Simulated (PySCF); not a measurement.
HfI3, SMILES [I][Hf+]([I])[I], charge +1, multiplicity 1. Atoms are numbered in the order given.

```xyz
4

Hf     0.0000     0.0000     0.6331
I      2.1391     1.2350    -0.2867
I      0.0000    -2.4700    -0.2867
I     -2.1391     1.2350    -0.2867
```
Charge +1, spin multiplicity 1.

The structure is a stationary point at B3LYP-D3(BJ)/def2-SVP. The spin state was assumed, not searched. The isomer is the one that the SMILES or the coordinates give; other isomers of the formula were not compared. The def2 effective core potentials stand for the cores of Hf, I; spin–orbit coupling is left out.

All values below come from B3LYP-D3(BJ)/def2-SVP in PySCF.

Frequencies are harmonic and unscaled.

Modes within 1.5 cm⁻¹ of each other (mostly degenerate sets) share a row, with their intensities summed.

Q: Give all harmonic wavenumbers and intensities. (Estimate from the structure and the level; the computed values follow.)

A: 
```csv
mode,ν (cm⁻¹),IR (km/mol),moving atoms (share of kinetic energy)
1,53,1.7,"I 55 %, Hf 45 %"
2–3,56,0.1,"I 88 %, Hf 12 %"
4,201,2.2,"I 77 %, Hf 23 %"
5–6,234,58.2,"Hf 50 %, I 50 %"
```
